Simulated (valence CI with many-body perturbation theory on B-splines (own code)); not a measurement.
## Energy levels of N III

Level of theory: relativistic CI+MBPT: three valence electrons over a frozen Dirac-Fock core [He], a basis of 11 s, 11 p, 10 d, 8 f, 5 g, 2 h functions for each j, with the one-electron correlation potential Σ1 (screened to all orders), the two-electron term Σ2, the three-electron term Σ3, Breit, model QED; selected single and double excitations, second order for the rest, scaled by the run's own slope (own B-spline code, finite nucleus).

Set against measurement, 67 paired levels are off by 82 cm⁻¹ on average, the worst by 204. These come from a selection out of Moore, Selected Tables of Atomic Spectra, NSRDS-NBS 3, section 5. Levels without a partner in it may be off by more.

Levels 46 to 87 of 87, with energies above the lowest level, 2s2 2p 2P°_1/2. "Leading %" is the weight of the configuration and term that name the level; weights of strongly mixed levels are sums over their largest components and can fall short. In the jj column 3d3/2^4 stands for four electrons in 3d with j = 3/2. Lifetimes count E1, E2, E3, M1 and M2 decay at the calculated energies, and are blank where another channel may lead or the interval is too uncertain; long ones can be off by a factor of two.

```tsv
No.	Configuration	Term	J	E (cm⁻¹)	Leading %	Leading jj	Lifetime	g
46	2s 2p 3d	4F°	3/2	330180	98	2s 2p1/2 3d3/2 (74 %)	15.0 ns	0.399
47	2s 2p 3d	4F°	5/2	330215	97	2s 2p3/2 3d3/2 (36 %)	14.1 ns	1.029
48	2s 2p 3d	4F°	7/2	330267	97	2s 2p3/2 3d3/2 (38 %)	14.0 ns	1.239
49	2s 2p 3d	4F°	9/2	330338	98	2s 2p3/2 3d5/2 (98 %)	16.2 ns	1.334
50	2s 2p 3d	4D°	1/2	332694	97	2s 2p1/2 3d3/2 (49 %)	53.8 ps	-0.002
51	2s 2p 3d	4D°	3/2	332708	97	2s 2p3/2 3d3/2 (44 %)	53.8 ps	1.200
52	2s 2p 3d	4D°	5/2	332729	97	2s 2p3/2 3d3/2 (41 %)	53.9 ps	1.372
53	2s 2p 3d	4D°	7/2	332758	97	2s 2p3/2 3d5/2 (69 %)	53.9 ps	1.429
54	2s2 5s	2S	1/2	333611	89	2s^2 5s (89 %)	583 ps	2.002
55	2s 2p 3d	2D°	3/2	334478	96	2s 2p3/2 3d5/2 (47 %)	135 ps	0.800
56	2s 2p 3d	2D°	5/2	334506	95	2s 2p3/2 3d5/2 (37 %)	135 ps	1.201
57	2s 2p 3d	4P°	5/2	336123	97	2s 2p1/2 3d5/2 (44 %)	97.9 ps	1.601
58	2s 2p 3d	4P°	3/2	336177	97	2s 2p3/2 3d3/2 (45 %)	97.8 ps	1.735
59	2s 2p 3d	4P°	1/2	336212	97	2s 2p3/2 3d3/2 (82 %)	97.8 ps	2.670
60	2s2 5p	2P°	1/2	338043	90	2s^2 5p1/2 (90 %)	2.89 ns	0.666
61	2s2 5p	2P°	3/2	338051	90	2s^2 5p3/2 (90 %)	2.90 ns	1.334
62	2s 2p 3d	2F°	5/2	339746	96	2s 2p1/2 3d5/2 (51 %)	95.7 ps	0.857
63	2s 2p 3d	2F°	7/2	339856	96	2s 2p3/2 3d3/2 (52 %)	95.4 ps	1.143
64	2s2 5d	2D	3/2	341840	92	2s^2 5d3/2 (92 %)	390 ps	0.800
65	2s2 5d	2D	5/2	341841	92	2s^2 5d5/2 (92 %)	391 ps	1.200
66	2s 2p 3d	2P°	3/2	342670	94	2s 2p3/2 3d5/2 (38 %)	122 ps	1.334
67	2s2 5f	2F°	5/2	342717	91	2s^2 5f5/2 (91 %)	1.68 ns	0.857
68	2s2 5f	2F°	7/2	342718	91	2s^2 5f7/2 (91 %)	1.69 ns	1.143
69	2s 2p 3d	2P°	1/2	342741	94	2s 2p3/2 3d5/2 (76 %)	122 ps	0.666
70	2s2 5g	2G	9/2	343027	92	2s^2 5g9/2 (92 %)	2.87 ns	1.111
71	2s2 5g	2G	7/2	343027	92	2s^2 5g7/2 (92 %)	2.87 ns	0.889
72	2s2 6s	2S	1/2	349727	91	2s^2 6s (91 %)	1.20 ns	2.002
73	2s2 6p	2P°	1/2	351615	57	2s^2 6p1/2 (57 %)	360 ps	0.666
74	2s2 6p	2P°	3/2	351623	57	2s^2 6p3/2 (57 %)	362 ps	1.334
75	2s 2p 3s	2P°	1/2	353507	57	2s 2p3/2 3s (38 %)	265 ps	0.666
76	2s 2p 3s	2P°	3/2	353511	58	2s 2p3/2 3s (38 %)	265 ps	1.334
77	2s2 6d	2D	3/2	354423	92	2s^2 6d3/2 (92 %)	639 ps	0.800
78	2s2 6d	2D	5/2	354424	92	2s^2 6d5/2 (92 %)	640 ps	1.200
79	2s2 6f	2F°	5/2	354889	92	2s^2 6f5/2 (92 %)	2.62 ns	0.857
80	2s2 6f	2F°	7/2	354889	92	2s^2 6f7/2 (92 %)	2.63 ns	1.143
81	2s2 6g	2G	9/2	355125	92	2s^2 6g9/2 (92 %)	4.92 ns	1.111
82	2s2 6g	2G	7/2	355125	92	2s^2 6g7/2 (92 %)	4.92 ns	0.889
83	2s2 6h	2H°	11/2	355148	92	2s^2 6h11/2 (92 %)	7.49 ns	1.091
84	2s2 6h	2H°	9/2	355148	92	2s^2 6h9/2 (92 %)	7.48 ns	0.909
85	2s2 7s	2S	1/2	359060	91	2s^2 7s (91 %)	1.90 ns	2.002
86	2s2 7p	2P°	1/2	360698	91	2s^2 7p1/2 (91 %)	8.00 ns	0.666
87	2s2 7p	2P°	3/2	360701	91	2s^2 7p3/2 (91 %)	8.02 ns	1.334
```

Names give the largest LS component (configuration and term), which can be under half, so a name can repeat, a term be missing and a line seem to break the LS rules; names also repeat where a configuration has a term twice.
